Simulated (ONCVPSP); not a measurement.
## u(r) = r·R(r): atom against pseudo-atom (beryllium)

Columns: radius, all-electron u(r) and pseudo u(r) of the 2s shell (level -7.51 eV) of beryllium in the configuration [He] 2s1.75; PBE, scalar-relativistic, ONCV scheme, ONCVPSP 4.0.1.

| r (bohr) | all-electron | pseudo |
| --- | --- | --- |
| 0.105 | -0.2094 | 0.0352 |
| 0.210 | -0.2626 | 0.0703 |
| 0.315 | -0.2318 | 0.1056 |
| 0.420 | -0.1578 | 0.1421 |
| 0.525 | -0.0642 | 0.1809 |
| 0.630 | 0.0354 | 0.2224 |
| 0.735 | 0.1329 | 0.2661 |
| 0.840 | 0.2241 | 0.3107 |
| 0.945 | 0.3064 | 0.3551 |
| 1.050 | 0.3788 | 0.3985 |
| 1.155 | 0.4418 | 0.4411 |
| 1.260 | 0.4959 | 0.4832 |
| 1.365 | 0.5412 | 0.5243 |
| 1.470 | 0.5778 | 0.5628 |
| 1.575 | 0.6062 | 0.5962 |
| 1.680 | 0.6272 | 0.6222 |
| 1.785 | 0.6414 | 0.6398 |
| 1.890 | 0.6496 | 0.6493 |
| 1.995 | 0.6524 | 0.6524 |
| 2.100 | 0.6505 | 0.6505 |
| 2.205 | 0.6445 | 0.6445 |
| 2.310 | 0.6350 | 0.6350 |
| 2.415 | 0.6227 | 0.6227 |
| 2.520 | 0.6080 | 0.6080 |
| 2.625 | 0.5913 | 0.5913 |
| 2.730 | 0.5731 | 0.5731 |

(1) How many radial nodes do the two functions have?

(2) At about which radius was the pseudo-wave matched?

(3) Is the pseudo-wave norm-conserving?

Results:

(1) The all-electron 2s function has n − l − 1 = 1; the pseudo-wave has 0, since the states of the same l below it are removed with the core.

(2) 2.05 bohr. The columns agree to 0.0005 from 1.89 bohr on; several derivatives are matched, so the curves merge somewhat inside the radius.

(3) Yes: the ONCV scheme keeps the norm inside the radius equal to the all-electron one, which fixes the energy derivative of the logarithmic derivative at the level.
